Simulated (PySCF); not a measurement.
Ortho-tolunitrile, C8H7N.
Structure used (GFN2-xTB), in Å, numbered top down from 1:
```xyz
16
C8H7N angstrom
C      1.9766    0.8190    0.1355
C      0.5392    0.4155    0.0389
C     -0.4808    1.3531   -0.0161
C     -1.8075    0.9643   -0.1055
C     -2.1425   -0.3798   -0.1424
C     -1.1466   -1.3354   -0.0893
C      0.1882   -0.9418   -0.0003
C      1.1950   -1.9326    0.0531
N      2.0079   -2.7405    0.0958
H      2.0754    1.9015    0.1563
H      2.4276    0.4073    1.0382
H      2.5395    0.4301   -0.7131
H     -0.2321    2.4041    0.0127
H     -2.5836    1.7142   -0.1468
H     -3.1764   -0.6821   -0.2116
H     -1.3875   -2.3880   -0.1168
```

Computed, not measured: PySCF, TDDFT B3LYP/def2-SVPD, vertical, gas phase, core orbitals frozen in the response.

Transition dipole moments from the ground state, in atomic units and in the frame of the coordinates above (overall signs are arbitrary), for the states with f of 0.002 or more among the lowest 6:

```
state  E (hartree)      μx      μy      μz
   S1       0.1832  -0.107  -0.457  -0.012
   S2       0.2025  -0.692   0.861  -0.034
   S4       0.2366  -1.502  -0.655  -0.103
   S5       0.2439  -1.090   1.296  -0.055
   S6       0.2511   0.013   0.001  -0.208
```

What oscillator strength does each state have?

f = (2/3) ΔE |μ|² with ΔE in hartree (27.2114 eV).

| state | \|μ\|² (au) | \|μ\| (D) | f |
| --- | --- | --- | --- |
| S1 | 0.220 | 1.19 | 0.027 |
| S2 | 1.220 | 2.81 | 0.165 |
| S4 | 2.694 | 4.17 | 0.425 |
| S5 | 2.869 | 4.31 | 0.467 |
| S6 | 0.044 | 0.53 | 0.007 |

The point group is Cs. Which irreducible representation does each state belong to?

From a totally symmetric ground state, an allowed state transforms like the component of the dipole operator along its μ. Polarised normal to the mirror plane, so A″: S6. Polarised in the mirror plane, so A′: S1, S2, S4 and S5.

What angle do the transition dipoles of S1 and S4 make?

|cos θ| = |μa·μb| / (|μa| |μb|) = 0.60, so θ ≈ 53° (taken between 0 and 90°, since the signs are arbitrary).

How is the summed strength of these states shared among x, y and z?

(2/3) Σ ΔE μα² gives 0.615 for x, 0.466 for y and 0.010 for z, 1.090 in all.

What peak molar absorption coefficient would the strongest computed level give as a lone Gaussian band 0.3 eV wide at half height?

ε(max) = 2.175×10⁸ f / FWHM, with the width in cm⁻¹. S5: 2.175×10⁸ × 0.4665 / 2420 ≈ 42000 L mol⁻¹ cm⁻¹.
